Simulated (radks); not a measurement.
Task: These are the eigenvalues of the occupied orbitals of an atom or ion with whole-number occupations (eV). All-electron calculation, Dirac Kohn-Sham, BLYP, spin-unpolarised, spherical densities, finite nucleus; Fermi nuclear charge, rms radius of each element as measured or else 0.836 A^(1/3) + 0.57 fm. Program: a radial shooting solver on a logarithmic mesh with Libxc functionals.

| orbital | eigenvalue |
|---|---|
| 1s1/2 | -24107.05 |
| 2s1/2 | -4400.567 |
| 2p1/2 | -4160.490 |
| 2p3/2 | -4014.293 |
| 3s1/2 | -1499.009 |
| 3p1/2 | -1409.994 |
| 3p3/2 | -1378.481 |
| 3d3/2 | -1236.208 |

Which element is it, and in what charge state? The configuration may be excited. Open shells, if any, fill j = l - 1/2 first.

Result: Z = 45, rhodium, charge +25: Rh25+ in [Ar] 3d2. The list shows which subshells hold electrons but not how many an open one holds; the 1s level, -885.92 hartree, gives Z - s = 42.1 by -(Z - s)^2/2, which with screening and relativity narrows Z to a few neighbours, and the depths of the outer levels then fix element, charge and occupations together.
